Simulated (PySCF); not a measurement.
N: excitation energy

N [He] 2s2 2p3 (4S) → N [He] 2s1 2p4 (4P), as a difference of total energies. Calculation: PySCF 2.14, in aug-cc-pVDZ; no relativity, point nucleus. Correlated levels: valence: 1s2 frozen. The calculations carry no spin-orbit coupling.

```
           method  excitation energy (cm⁻¹)  error (cm⁻¹)
              UHF                     88590          +458
    MP2 (valence)                     89100          +967
SCS-MP2 (valence)                     89015          +882
   CCSD (valence)                     87798          -335
CCSD(T) (valence)                     87296          -836
  CCSDT (valence)                     85439         -2693
```

Reference: 88132 cm⁻¹ (measured; NIST levels, between the centres of gravity of the two terms).

Errors of the correlated levels include the incompleteness of this basis and the frozen core.

The coupled-cluster amplitudes are large for the upper state (T1 above 0.03 or a double amplitude above 0.15), so a single reference is strained.
